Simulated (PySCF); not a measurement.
Sn(H)(Me)(Et)2, SMILES [CH2](C)[SnH]([CH2]C)[CH3] (C₅H₁₄Sn), GFN2-xTB optimised geometry.

```
20

Sn    -1.51     0.62     0.00
C     -2.25    -0.30     1.84
C     -2.36    -0.37    -1.78
C     -2.02    -1.85    -1.86
C      0.70     0.62     0.00
C      1.31     1.34     1.19
H     -2.04     2.24     0.00
H     -1.95     0.27     2.70
H     -1.86    -1.31     1.93
H     -3.34    -0.35     1.82
H     -3.44    -0.24    -1.74
H     -2.00     0.14    -2.67
H     -0.95    -2.00    -1.92
H     -2.39    -2.38    -0.99
H     -2.47    -2.29    -2.74
H      1.04     1.08    -0.92
H      1.03    -0.41    -0.01
H      1.00     2.38     1.21
H      1.01     0.88     2.12
H      2.39     1.31     1.13
```

Density from PBE0/def2-SVP, def2 effective core potentials past Kr (PySCF) at that geometry. The core electrons that the potentials of Sn replace are not part of the density.

Minimum of the electron density along straight lines between bonded atoms, close to the bond critical point (lines longer than 1.1 times the sum of covalent radii, or with two minima, are not listed):

```json
[
 {"bond": "Sn1–C2", "length / Å": "2.189", "ρ at the minimum / e bohr⁻³": "0.095", "∇²ρ there / e bohr⁻⁵": "0.14", "position (fraction from the first atom)": "0.50"},
 {"bond": "Sn1–C3", "length / Å": "2.210", "ρ at the minimum / e bohr⁻³": "0.093", "∇²ρ there / e bohr⁻⁵": "0.12", "position (fraction from the first atom)": "0.50"},
 {"bond": "C3–C4", "length / Å": "1.515", "ρ at the minimum / e bohr⁻³": "0.244", "∇²ρ there / e bohr⁻⁵": "-0.55", "position (fraction from the first atom)": "0.50"},
 {"bond": "Sn1–C5", "length / Å": "2.208", "ρ at the minimum / e bohr⁻³": "0.093", "∇²ρ there / e bohr⁻⁵": "0.12", "position (fraction from the first atom)": "0.50"},
 {"bond": "C5–C6", "length / Å": "1.515", "ρ at the minimum / e bohr⁻³": "0.244", "∇²ρ there / e bohr⁻⁵": "-0.55", "position (fraction from the first atom)": "0.50"},
 {"bond": "Sn1–H7", "length / Å": "1.706", "ρ at the minimum / e bohr⁻³": "___", "∇²ρ there / e bohr⁻⁵": "___", "position (fraction from the first atom)": "0.62"},
 {"bond": "C2–H8", "length / Å": "1.084", "ρ at the minimum / e bohr⁻³": "0.274", "∇²ρ there / e bohr⁻⁵": "-0.99", "position (fraction from the first atom)": "0.63"},
 {"bond": "C2–H9", "length / Å": "1.085", "ρ at the minimum / e bohr⁻³": "0.273", "∇²ρ there / e bohr⁻⁵": "-0.98", "position (fraction from the first atom)": "0.63"},
 {"bond": "C2–H10", "length / Å": "1.084", "ρ at the minimum / e bohr⁻³": "0.274", "∇²ρ there / e bohr⁻⁵": "-0.99", "position (fraction from the first atom)": "0.63"},
 {"bond": "C3–H11", "length / Å": "1.088", "ρ at the minimum / e bohr⁻³": "0.275", "∇²ρ there / e bohr⁻⁵": "-0.98", "position (fraction from the first atom)": "0.62"},
 {"bond": "C3–H12", "length / Å": "1.088", "ρ at the minimum / e bohr⁻³": "0.275", "∇²ρ there / e bohr⁻⁵": "-0.98", "position (fraction from the first atom)": "0.62"},
 {"bond": "C4–H13", "length / Å": "1.088", "ρ at the minimum / e bohr⁻³": "0.276", "∇²ρ there / e bohr⁻⁵": "-1.01", "position (fraction from the first atom)": "0.62"},
 {"bond": "C4–H14", "length / Å": "1.087", "ρ at the minimum / e bohr⁻³": "0.277", "∇²ρ there / e bohr⁻⁵": "-1.01", "position (fraction from the first atom)": "0.62"},
 {"bond": "C4–H15", "length / Å": "1.089", "ρ at the minimum / e bohr⁻³": "0.275", "∇²ρ there / e bohr⁻⁵": "-1.00", "position (fraction from the first atom)": "0.62"},
 {"bond": "C5–H16", "length / Å": "1.088", "ρ at the minimum / e bohr⁻³": "0.274", "∇²ρ there / e bohr⁻⁵": "-0.98", "position (fraction from the first atom)": "0.62"},
 {"bond": "C5–H17", "length / Å": "1.089", "ρ at the minimum / e bohr⁻³": "0.273", "∇²ρ there / e bohr⁻⁵": "-0.97", "position (fraction from the first atom)": "0.62"},
 {"bond": "C6–H18", "length / Å": "1.086", "ρ at the minimum / e bohr⁻³": "0.277", "∇²ρ there / e bohr⁻⁵": "-1.02", "position (fraction from the first atom)": "0.62"},
 {"bond": "C6–H19", "length / Å": "1.087", "ρ at the minimum / e bohr⁻³": "0.277", "∇²ρ there / e bohr⁻⁵": "-1.01", "position (fraction from the first atom)": "0.62"},
 {"bond": "C6–H20", "length / Å": "1.089", "ρ at the minimum / e bohr⁻³": "0.275", "∇²ρ there / e bohr⁻⁵": "-1.00", "position (fraction from the first atom)": "0.62"}
]
```

Problem. Fill in the missing entries.

Solution. 
- Sn1–H7, ρ at the minimum / e bohr⁻³: 0.109
- Sn1–H7, ∇²ρ there / e bohr⁻⁵: 0.15
